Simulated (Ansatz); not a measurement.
Ansatz (a program for electronic structure) input (MP2/def2-TZVP):

Ansatz 0.2 input:
```yaml
crystal:
  periodic: [false, false, false]
  atoms:
    - {symbol: Mg, position_ang: [-0.00000000, -0.00000000, -1.77413315]}
    - {symbol: Br, position_ang: [0.00000000, 0.00000000, 0.60827422]}
basis:
  gaussian:
    orbitals: def2-TZVP
magnetization: {spin_polarized: true, initial_magnetization: 1}
correlation: {method: mp2, electrons: outside_noble_gas}
relax: {f_tol: 0.003, max_steps: 100}
```

End of the output:

```
integrals: 0.03 GiB planned
642 factors; integrals over basis functions are off by at most 2.1e-4 eV
mean field: 0.30 GiB planned
mean field evaluation 32: about -75432.3607 eV, gradient 5.0e0 eV
mean field -75432.58706960 eV, -2772.0964447637 hartree, gradient 3.6e-6 eV, S^2 0.751321; 1 other end points of the search recorded, 0 dependent functions left out
19 core orbitals not correlated
reference -75432.58706960 eV, -2772.0964447637 hartree; 5, 4 occupied and 56, 57 virtual orbitals, 642 factors
densities: 0.19 GiB planned
second order -4.75743271 eV of doubles, -0.00000000 eV of singles
the calculation of the forces begins
Total energy: -75437.34450231 eV, -2772.2712771912 hartree
Atom 0 at    -0.000000    -0.000000    -1.773581 Å, force    -0.000000     0.000000     0.000637 eV/Å
Atom 1 at     0.000000     0.000000     0.607723 Å, force     0.000000    -0.000000    -0.000637 eV/Å
Dipole moment:    -0.000000    -0.000000    -0.722305 e Å
Checks for a lower state left out: cluster_reference
```
